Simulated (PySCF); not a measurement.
## Fractional electron number in Ni²⁺ (nickel, charge +2)

The 3d beta orbital of [Ar] 3d8 is emptied in steps (occupation f), with all orbitals relaxed, ending at [Ar] 3d7. Calculation: PySCF 2.14, in aug-cc-pVDZ (7s6p4d2f, 59 functions); the non-relativistic Hamiltonian (point nucleus). The exact energy is a straight line in f; departures are measured from the line between the end points of the same method.

| f | UHF (eV) | LDA (eV) | PBE (eV) |
| --- | --- | --- | --- |
| 1 | 0.000 | 0.000 | 0.000 |
| 0.9 | 0.311 | -0.813 | -0.789 |
| 0.7 | 0.700 | -1.914 | -1.856 |
| 0.5 | 0.803 | -2.297 | -2.224 |
| 0.3 | 0.652 | -1.944 | -1.879 |
| 0.1 | 0.270 | -0.839 | -0.809 |
| 0 | 0.000 | 0.000 | 0.000 |

Question: For UHF, how does the orbital energy at f = 1 compare with the removal energy?

Answer: −ε = 37.202 eV against a total-energy difference of 33.677 eV. By Janak's theorem ε = ∂E/∂f, so the gap between them reflects the curvature. Along the path −ε is 36.384 (f = 0.9), 34.882 (f = 0.7), 33.535 (f = 0.5), 32.324 (f = 0.3), 31.231 (f = 0.1) eV.

```
method  E(f=0) − E(f=1) (eV)  −ε at f=1 (eV)  −ε at f=0.5 (eV)
   UHF                33.677          37.202            33.535
   LDA                36.809          27.816            36.719
   PBE                36.452          27.716            36.382
```

Reference removal energy between the ground levels: 35.187 ± 0.019 eV (measured; NIST Atomic Spectra Database, ionization energies). The calculation has no spin-orbit coupling. The determinant left behind need not be the lowest term of the ion. UHF lacks correlation.
